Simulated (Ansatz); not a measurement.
```tsv
atom	x (Å)	y (Å)	z (Å)
Ti	0.0000	0.0000	0.0000
Cl	1.2441	1.2441	1.2441
Cl	1.2441	-1.2441	-1.2441
Cl	-1.2441	1.2441	-1.2441
Cl	-1.2441	-1.2441	1.2441
```

Basis set: def2-TZVP (spherical functions). Correlated methods keep 25 orbitals frozen. Charge 0, multiplicity 1.

Computed with Ansatz (development build ahead of 0.2.0); each method stands on the lowest determinant of its kind that the runs found. Restricted open shells among the atoms or ions are ROHF, correlated in semicanonical orbitals with singles.

Q: Give the atomization energy at this shape (free ground-state atoms in the same class of orbitals less the molecule, no zero-point energy) of singlet TiCl₄ by RHF-MP2, RHF.

A:

```json
{"method": "RHF-MP2", "atomization energy": "428.41 kcal/mol"}
{"method": "RHF", "atomization energy": "270.71 kcal/mol"}
```

Caution: no unrestricted run beside it, a lower state can exist; other spin multiplicities were not run.
